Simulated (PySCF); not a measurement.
B(H)(NCO)(OMe) (C2H4BNO2), SMILES COBN=C=O. Atoms are numbered in the order given.

```xyz
10

B     -0.5576     0.5577     0.0000
H     -1.7324     0.8457     0.0000
N     -0.1546    -0.8082     0.0000
C      0.0140    -1.9929     0.0000
O      0.1984    -3.1504     0.0000
O      0.3953     1.5064     0.0000
C      0.1066     2.8904     0.0000
H      0.5545     3.3539    -0.8930
H      0.5545     3.3539     0.8930
H     -0.9792     3.0827     0.0000
```
Charge 0, spin multiplicity 1.

The structure is a stationary point at B3LYP-D3(BJ)/def2-SVP. The structure was generated by enumeration, and PubChem lists no compound with its InChIKey, so it may never have been made. Other conformers were not sampled.

Two levels are set side by side: PBE/pcSseg-1 (PySCF) and B3LYP/pcSseg-1 (PySCF). GIAO shifts against BF3 (¹¹B), H2O (¹⁷O), NH3 (¹⁵N), TMS (¹H), TMS (¹³C) at the same level; non-relativistic, no solvent, atoms listed together averaged. Differences are taken from unrounded values.

```tsv
quantity	B3LYP
δ(¹¹B) of B1 (ppm)	12.2
δ(¹H) of H2 (ppm)	4.61
δ(¹⁵N) of N3 (ppm)	75.0
δ(¹³C) of C4 (ppm)	127.2
δ(¹⁷O) of O5 (ppm)	156.9
δ(¹⁷O) of O6 (ppm)	176.8
δ(¹³C) of C7 (ppm)	62.2
δ(¹H) of H8, H9, H10 (ppm)	4.24
```

Problem. What does PBE give, and how far is it from B3LYP? (Estimate from the structure and the level; the computed values follow.)

Solution. 
```
quantity                      PBE  PBE minus B3LYP
--------------------------  -----  ---------------
δ(¹¹B) of B1 (ppm)           10.4             -1.8
δ(¹H) of H2 (ppm)            4.78             0.16
δ(¹⁵N) of N3 (ppm)           82.2              7.2
δ(¹³C) of C4 (ppm)          123.8             -3.4
δ(¹⁷O) of O5 (ppm)          164.0              7.1
δ(¹⁷O) of O6 (ppm)          193.2             16.4
δ(¹³C) of C7 (ppm)           63.3              1.1
δ(¹H) of H8, H9, H10 (ppm)   4.31             0.06
```

Rough cost on one machine, each run with all the roots and properties that it gave: B3LYP against PBE within a factor of 2.
